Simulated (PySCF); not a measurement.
## Pb⁺: ionisation energy

Pb⁺ [Xe] 4f14 5d10 6s2 6p1 [6p1/2^1, M_J = 1/2] → Pb²⁺ [Xe] 4f14 5d10 6s2, as a difference of total energies. Calculation: PySCF 2.14, in x2c-TZVPPall-2c with one added diffuse shell each of s, p, d, f type (12s12p10d4f, 126 functions); the two-component X2C-1e Hamiltonian. Correlated levels: [Xe] 4f14 frozen; the 50 highest virtual spinors dropped. "Screened" scales the spin-orbit matrix elements by Boettger's factors to mimic the two-electron term; Breit and QED terms are absent.

```json
{"method": "GHF (screened spin-orbit)", "ionisation energy (eV)": "14.505"}
{"method": "GMP2 (screened spin-orbit)", "ionisation energy (eV)": "14.746"}
{"method": "GCCSD (screened spin-orbit)", "ionisation energy (eV)": "14.756"}
{"method": "GCCSD(T) (screened spin-orbit)", "ionisation energy (eV)": "14.764"}
```

How much does correlation contribute at GCCSD(T) (screened spin-orbit)?

14.764 − (14.505) = 0.259 eV, measured against GHF (screened spin-orbit).

Errors of the correlated levels include the incompleteness of this basis and the frozen core.

For comparison: 15.032 eV (measured; NIST Atomic Spectra Database, ionization energies).
